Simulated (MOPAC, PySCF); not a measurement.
Constitutional and geometric isomers with formula CH3NO. Gas-phase values, no solvent. One relaxed conformer stands for each flexible species; it need not be the lowest. Strings in code marks are SMILES.

Quantity: electronic energy of isomers of CH3NO relative to `NC=O`, in kcal/mol. Semi-empirical values (MOPAC) are differences of heats of formation.

Level 1: PBE-D3(BJ)/def2-TZVP // CAM-B3LYP-D3(BJ)/def2-TZVP (PySCF)
Level 2: PBE/6-31G* // CAM-B3LYP-D3(BJ)/def2-TZVP (PySCF)
Level 3: SVWN5/6-31G* // CAM-B3LYP-D3(BJ)/def2-TZVP (PySCF)
Level 4: AM1 // CAM-B3LYP-D3(BJ)/def2-TZVP (MOPAC)

```
species                           level 2  level 3  level 4
--------------------------------  -------  -------  -------
`[H]/N=C/O` (N–C–O–H torsion 0°)     14.4     14.3     14.3
```

Q: What does level 1 give for each?

A: 
- `[H]/N=C/O` (N–C–O–H torsion 0°): 13.0
